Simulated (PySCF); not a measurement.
CH5BrOSi, SMILES CO[SiH2]Br.

Geometry: PBE0-D3(BJ)/def2-SVP. One conformer was computed; it need not be the lowest.

All values below come from PySCF with r2SCAN/def2-TZVP.

Computed frontier levels, gap, dipole moment and polarisability:
| Quantity | Result |
|---|---|
| highest occupied level | -7.38 eV |
| lowest empty level | -0.25 eV |
| orbital gap | 7.13 eV |
| dipole moment | 1.47 D |
| quadrupole, principal values (traceless, Buckingham form, about the centre of nuclear charge) | -4.40, -0.35, 4.75 D·Å |
| mean static polarisability | 60.1 bohr³ (8.91 Å³) |
| polarisability, principal values | 51.1, 59.6, 69.7 bohr³ |
